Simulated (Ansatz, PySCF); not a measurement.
Gas-phase reaction (SMILES): [F][Al]([F])[Cl] + Cl (HCl) -> [F][Al]([Cl])[Cl] + F (HF); hydrogen chloride cleaves one Al-F bond, a model of a ligand-exchange step.

Geometries: B3LYP-D3(BJ)/def2-TZVP minima from Ansatz (a first-principles code). Cores are frozen in the correlated levels unless marked. No spin-orbit coupling. No relativistic terms. CBS marks a two-point X^-3 extrapolation of the correlation energy; Hartree-Fock from the larger set (for Q and 5 zeta extrapolated as (X+1)exp(-9√X)). Thermal terms are rigid-rotor harmonic-oscillator values from B3LYP-D3(BJ) frequencies (Ansatz or PySCF) at 298.15 K and 1 atm. 1 Eh = 627.5095 kcal/mol.

```
species            E, CCSD(T)/CBS(cc-pV(Q+d)Z,cc-pV(5+d)Z) (Ansatz) (Eh)  E, wB97X-V/def2-TZVPD (Ansatz) (Eh)  H - E (Eh)
-----------------  -----------------------------------------------------  -----------------------------------  ----------
[F][Al]([F])[Cl]                                              -901.60560                           -902.47986     0.01240
Cl (HCl)                                                      -460.37772                           -460.74931     0.01000
[F][Al]([Cl])[Cl]                                            -1261.58029                          -1262.76588     0.01172
F (HF)                                                        -100.39528                           -100.45520     0.01259
```

Problem. Work out ΔE and ΔH at 298.15 K at the first level, then ΔH at the second.

Solution. 
1. ΔE = [(-1261.58029) + (-100.39528)] - [(-901.60560) + (-460.37772)] = 0.00775 Eh = 4.9 kcal/mol at CCSD(T)/CBS(cc-pV(Q+d)Z,cc-pV(5+d)Z).
2. The terms H - E add up to 0.00191 Eh, so ΔH = (0.00775 + (0.00191))×627.5095 = 6.1 kcal/mol.
3. At wB97X-V/def2-TZVPD the same steps give ΔE = 5.1 and ΔH = 6.3 kcal/mol, a shift of +0.2 from the first level.
4. These values are not checked against measurement here, since the tables used lack a sound gas-phase enthalpy of formation for at least one species.
